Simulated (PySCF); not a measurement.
Mo(O)2(Br)(NH2) (BrH2MoNO2), SMILES [O]=[Mo](=[O])([NH2])[Br], multiplicity 1.

Coordinates come from a B3LYP-D3(BJ)/def2-SVP optimisation. The spin state was assumed, not searched. The structure was generated by enumeration; whether it is a known compound was not checked. The def2 effective core potentials stand for the cores of Mo; spin–orbit coupling is left out. The values are those of a single conformer.

Computed with PBE/def2-TZVP in PySCF.

Symmetry labels are those of the subgroup Cs that the program uses (full group Cs).

Computed valence orbital energies around the gap with their symmetry:
```json
[
 {"orbital": "HOMO−7", "symmetry": "A\"", "energy (eV)": "-9.95"},
 {"orbital": "HOMO−6", "symmetry": "A'", "energy (eV)": "-9.74"},
 {"orbital": "HOMO−5", "symmetry": "A'", "energy (eV)": "-9.33"},
 {"orbital": "HOMO−4", "symmetry": "A'", "energy (eV)": "-8.57"},
 {"orbital": "HOMO−3", "symmetry": "A'", "energy (eV)": "-7.87"},
 {"orbital": "HOMO−2", "symmetry": "A\"", "energy (eV)": "-7.79"},
 {"orbital": "HOMO−1", "symmetry": "A\"", "energy (eV)": "-7.42"},
 {"orbital": "HOMO", "symmetry": "A'", "energy (eV)": "-7.26"},
 {"orbital": "LUMO", "symmetry": "A'", "energy (eV)": "-3.43"},
 {"orbital": "LUMO+1", "symmetry": "A\"", "energy (eV)": "-3.36"},
 {"orbital": "LUMO+2", "symmetry": "A'", "energy (eV)": "-2.64"},
 {"orbital": "LUMO+3", "symmetry": "A'", "energy (eV)": "-1.24"}
]
```
